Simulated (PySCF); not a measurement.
A GIAO shielding run with PySCF (density fitting, non-relativistic, gas phase) on `C(CCC)C(=O)Cl`, C$_{5}$H$_{9}$ClO:

```
$ OMP_NUM_THREADS=2 python probes_run.py task.json out

{"job": {"kind": "nmr", "xc": "PBE0", "basis": "pcSseg-2"}, "charge": 0, "multiplicity": 1}
C     -2.431029    -0.045384     0.090515
C     -1.041343     0.199440     0.650988
C      0.056406    -0.127438    -0.348072
C      1.438809     0.136521     0.216235
C      2.540200    -0.171527    -0.747190
O      2.447577    -0.592410    -1.844822
Cl     4.157190     0.175909    -0.044768
H     -3.205054     0.200110     0.820388
H     -2.561249    -1.092915    -0.194256
H     -2.608138     0.562581    -0.800580
H     -0.898263    -0.400617     1.556956
H     -0.948385     1.246025     0.963149
H     -0.016513    -1.175844    -0.652909
H     -0.082039     0.461122    -1.260158
H      1.629221    -0.452919     1.119873
H      1.561486     1.180176     0.524924
```

Hardware: 2 threads of an Intel Xeon, shared host. The job also computes population analyses, field gradients.

Problem. How large is the calculation?

Solution. 64 electrons, 385 basis functions and 1036 auxiliary functions.

Problem. How long does it take, and how much memory does it need?

Solution. 2.4 min of wall time, with 14 SCF cycles and 5 response iterations; peak memory 2.3 GiB. Times on a shared host scatter by some tens of per cent.

Problem. And these other runs on the same molecule and hardware: GIAO shielding at B97-2/pcSseg-2; GIAO shielding at KT3/pcSseg-2; GIAO shielding at wB97X-D/pcSseg-2?

Solution. B97-2/pcSseg-2: 385 functions, 2.1 min; KT3/pcSseg-2: 385 functions, 2.4 min; wB97X-D/pcSseg-2: 385 functions, 2.7 min.
